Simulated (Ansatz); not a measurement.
Reaction (redistribution): `[Cl][GeH]([Cl])[Br]` + `[SiH3]/C=C\CCl` → `Cl[CH2][GeH]([Cl])[Cl]` + `[SiH3]/C=C/Br`

Program: Ansatz. Geometries: PBE0-D4/def2-TZVP. ΔE: electronic, gas phase. CCSD(T)/CBS adds triple-zeta CCSD(T) − MP2 to the extrapolated MP2 energy (def2 sets, frozen cores). Double bonds are as drawn, so ΔE can hold a change between cis and trans. For Br, Ge outer-core shells are correlated without core-valence functions, which leaves a few kJ/mol of doubt a bond. Scalar relativity is left out up to krypton. One conformer a species, not always the lowest.

`[Cl][GeH]([Cl])[Br]`:

Z-matrix (Å, degrees):
```
Ge
Cl 1 2.129
Br 1 2.280 2 108.9
Cl 1 2.129 2 108.2 3 -118.2
H 1 1.526 2 110.0 3 121.6
```

`[SiH3]/C=C\CCl`:

```xyz
12

Si   -0.602   -0.499   -1.664
C    -0.885    0.575   -0.168
C    -0.188    0.641    0.966
C     0.995   -0.188    1.308
Cl    2.431    0.854    1.571
H    -0.571    0.363   -2.875
H     0.669   -1.264   -1.586
H    -1.726   -1.461   -1.813
H    -1.740    1.247   -0.243
H    -0.479    1.351    1.737
H     1.254   -0.894    0.523
H     0.843   -0.727    2.244
```

`Cl[CH2][GeH]([Cl])[Cl]`:

```xyz
8

Cl   -1.528   -1.467   -0.797
C    -0.729    0.109   -0.772
Ge    0.682    0.188    0.580
Cl    2.118   -1.338    0.163
Cl   -0.182   -0.197    2.496
H    -1.476    0.874   -0.557
H    -0.296    0.296   -1.755
H     1.411    1.535    0.642
```

`[SiH3]/C=C/Br`:

Z-matrix (Å, degrees):
```
Si
C 1 1.861
H 1 1.487 2 110.4
H 1 1.486 2 108.7 3 120.3
H 1 1.487 2 110.4 3 -119.4
C 2 1.324 1 121.1 3 -120.3
H 2 1.087 1 120.0 3 59.7
Br 6 1.886 2 124.0 1 -180.0
H 6 1.083 2 124.4 1 -0.0
```

```json
{"species": "`[Cl][GeH]([Cl])[Br]`", "MP2/def2-QZVPP energy (Eh)": "-5569.16401"}
{"species": "`[SiH3]/C=C\\CCl`", "MP2/def2-QZVPP energy (Eh)": "-867.05128"}
{"species": "`Cl[CH2][GeH]([Cl])[Cl]`", "MP2/def2-QZVPP energy (Eh)": "-3495.03182"}
{"species": "`[SiH3]/C=C/Br`", "MP2/def2-QZVPP energy (Eh)": "-2941.14424"}
```

Question: Work out ΔE.

Answer: ΔE = (-3495.03182) + (-2941.14424) − (-5569.16401) − (-867.05128) = 0.03923 Eh = +103.0 kJ/mol. CCSD(T)/CBS gives +104.5 kJ/mol.

Largest T1 diagnostic among the species: 0.011.

In def2-TZVPP, CCSD(T) changes the Hartree–Fock value by −21.3 kJ/mol (the triples alone add −2.3 kJ/mol) and MP2 by −22.0 kJ/mol. From PBE to PBE0 (25 % exact exchange), in def2-TZVPP and without D4, ΔE moves by +5.9 kJ/mol.
